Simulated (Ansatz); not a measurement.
Basis-set extrapolation for C$_{2}$H$_{8}$AlClSi (PBE0-D4/def2-TZVP geometry, frozen core, Ansatz 0.2.0). Multiplicity 1, RHF reference.

```
                       def2-TZVPP    def2-QZVPP
                 HF  -1070.789568  -1070.822227
    MP2 correlation     -0.749269     -0.805927
CCSD(T) correlation     -0.852315       not run
```

Energies in hartree. Use E(X) = E(∞) + A·exp(−7.88·√X) for Hartree–Fock and E(X) = E(∞) + B·X^(−2.97) for correlation, with X = 3 and 4, and add CCSD(T) minus MP2 of the smaller set to the MP2 limit.

**Question.** What is the CCSD(T) energy at the basis-set limit?

**Answer.** HF limit: -1070.822227 + (-0.032659) × 0.13774 = -1070.82673. MP2 limit: -0.805927 + (-0.056658) × 0.74074 = -0.84790. Higher-order term: -0.852315 − (-0.749269) = -0.10305. Total: -1071.77768 hartree, 85.2 kcal/mol below CCSD(T)/def2-TZVPP.
